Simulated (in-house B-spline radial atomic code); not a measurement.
Whole-atom quantities along the 3-electron series, configuration [He] 2s1. Breit and QED terms are first order and not part of the total energy; the density at the nucleus is averaged over the nuclear charge. Computed with a radial B-spline atomic code at the basis-set limit: Dirac-Hartree-Fock, average of the configuration, finite nuclei.

```csv
ion,Z,E/Z² (Eh),Σ<r²> (bohr²),n(0)/Z³ (bohr⁻³),Lamb diamagnetic shielding (ppm),repulsion over attraction,Breit energy (eV),self-energy (eV),vacuum polarisation (eV),Dirac less non-relativistic energy (Eh)
Ru41+,44,-1.1324,0.024399,1.179,1837.59,0.010139,34.116,53.393,-6.3478,-58.897
Rh42+,45,-1.1344,0.023221,1.2086,1884.87,0.0099082,36.576,57.656,-6.9686,-64.647
Pd43+,46,-1.1364,0.022121,1.2387,1932.52,0.0096874,39.157,62.157,-7.6365,-70.819
Ag44+,47,?,?,?,?,?,?,?,?,?
Cd45+,48,-1.1405,0.020129,1.3025,2029.06,0.0092728,44.692,71.913,-9.1249,-84.523
In46+,49,?,?,?,?,?,?,?,?,?
Sn47+,50,?,?,?,?,?,?,?,?,?
Sb48+,51,-1.1469,0.017578,1.4107,2177.12,0.0087101,53.983,88.569,-11.786,-108.84
Te49+,52,-1.1491,0.016826,1.448,2227.41,0.0085366,57.358,94.699,-12.8,-118.05
I50+,53,-1.1513,0.016117,1.4897,2278.2,0.0083693,60.878,101.13,-13.884,-127.85
Xe51+,54,-1.1536,0.015449,1.5317,2329.49,0.0082081,64.547,107.89,-15.042,-138.28
```

Fill in the row of Ag44+.

E/Z² (Eh): -1.1385; Σ<r²> (bohr²): 0.021093; n(0)/Z³ (bohr⁻³): 1.2709; Lamb diamagnetic shielding (ppm): 1980.58; repulsion over attraction: 0.0094758; Breit energy (eV): 41.861; self-energy (eV): 66.907; vacuum polarisation (eV): -8.3544; Dirac less non-relativistic energy (Eh): -77.438.

Fill in the row of In46+.

E/Z² (Eh): -1.1426; Σ<r²> (bohr²): 0.019225; n(0)/Z³ (bohr⁻³): 1.3378; Lamb diamagnetic shielding (ppm): 2077.96; repulsion over attraction: 0.0090778; Breit energy (eV): 47.654; self-energy (eV): 77.186; vacuum polarisation (eV): -9.9516; Dirac less non-relativistic energy (Eh): -92.104.

Fill in the row of Sn47+.

E/Z² (Eh): -1.1448; Σ<r²> (bohr²): 0.018376; n(0)/Z³ (bohr⁻³): 1.3733; Lamb diamagnetic shielding (ppm): 2127.31; repulsion over attraction: 0.0088904; Breit energy (eV): 50.75; self-energy (eV): 82.734; vacuum polarisation (eV): -10.837; Dirac less non-relativistic energy (Eh): -100.2.

With what power of Z does the column «Breit energy (eV)» change over this range?

A fit of the logarithm of its size against log Z from Z = 44 to 54 has slope 3.11.
